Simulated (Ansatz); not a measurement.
`C[N](C)[Sn][F]` + HCl → `C[N](C)[Sn][Cl]` + H–F at 700 K and 1 bar (ligand exchange at the Sn–F bond).

Gas-phase electronic energies from Ansatz, PBE0-D4/def2-TZVP geometries. CBS: MP2 limit from def2 TZ/QZ plus the TZ coupled-cluster correction, frozen cores. This one scheme is used for every species. Elements past krypton have def2 core potentials. For Sn outer-core shells are correlated without core-valence functions, which leaves a few kJ/mol of doubt a bond. One conformer a species, not always the lowest.

```json
{"species": "`C[N](C)[Sn][F]`", "CCSD(T)/CBS energy (Eh)": "-448.28993", "H − E (kJ/mol)": "295.2", "S (J/(mol·K))": "469.3"}
{"species": "HCl", "CCSD(T)/CBS energy (Eh)": "-460.38127", "H − E (kJ/mol)": "38.4", "S (J/(mol·K))": "211.8"}
{"species": "`C[N](C)[Sn][Cl]`", "CCSD(T)/CBS energy (Eh)": "-808.28811", "H − E (kJ/mol)": "294.7", "S (J/(mol·K))": "482.1"}
{"species": "H–F", "CCSD(T)/CBS energy (Eh)": "-100.39570", "H − E (kJ/mol)": "45.2", "S (J/(mol·K))": "198.5"}
```

H − E and S are ideal-gas, rigid-rotor, harmonic terms from PBE0-D4/def2-TZVP, for one conformer and one mirror image of each species. 1 Eh = 2625.50 kJ/mol, R = 8.31446 J/(mol·K).

Question: By hand: ΔE, ΔH, ΔS and ΔG.

Answer: ΔE = (-808.28811) + (-100.39570) − (-448.28993) − (-460.38127) = -0.01261 Eh = -33.1 kJ/mol. Δ(H − E) = 294.7 + 45.2 − 295.2 − 38.4 = 6.3, so ΔH = -26.8 kJ/mol. ΔS = 482.1 + 198.5 − 469.3 − 211.8 = -0.5 J/(mol·K). ΔG = -26.8 − 700 × (-0.5)/1000 = -26.4 kJ/mol.

Question: By hand: the equilibrium constant, and the temperature at which ΔG would vanish if ΔH and ΔS stayed fixed.

Answer: log₁₀ K = −ΔG/(RT ln 10) = 2.0. ΔG = 0 at ΔH/ΔS = 53600 K, far beyond where these terms or the molecules hold.

The number of gas molecules stays the same, so ΔS is small and ΔH decides. A doubt of 5 kJ/mol in ΔE shifts log₁₀ K by 0.4 here. Other conformers and mirror images would add mixing entropy, several J/(mol·K) or more a flexible species. These are equilibria of isolated gas molecules and say nothing of rates. Largest T1 diagnostic: 0.017 (customary marks: 0.02 for closed shells, 0.045 for open ones).
